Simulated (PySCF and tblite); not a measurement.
Results of a calculation; reference values are marked as such.
System: C₃H₉As, numbered as in [CH3:1][CH2:2][AsH:3][CH3:4].

For the rotation about the C2–As3 bond (torsion C1–C2–As3–C4 from 167° to 282°, rising): electronic barrier 1.69 kcal/mol, zero-point change 0.00 kcal/mol, thermal and entropy terms at 298.15 K a further 0.58 kcal/mol (symmetry numbers apart). The minimum is C1, the saddle C1. Geometries: GFN2-xTB; energies: PBE0/pcSseg-1 + D3(BJ); zero-point and thermal terms from GFN2-xTB harmonic modes (soft modes blended into free rotors). Rate constants are transition-state-theory values, counting equivalent paths, without tunnelling. Run with tblite and PySCF.

Q: How many equivalent paths lead out of the minimum?

A: 1: the symmetry number of the minimum is 1, that of the saddle displaced along its mode 1.

Q: Work out the rate at 298.15 K.

A: ΔG‡ = 2.27 kcal/mol; k_B T/h = 6.2×10¹² s⁻¹; exp(−ΔG‡/RT) = 0.022; times 1 gives k = 1.4×10¹¹ s⁻¹. Wigner's tunnelling factor for the 76i cm⁻¹ mode would be 1.01.

The barrier is low, and the GFN2-xTB saddle may lie off the DFT one, so take it as rough. Spin–orbit effects of heavy atoms on shieldings are missing.
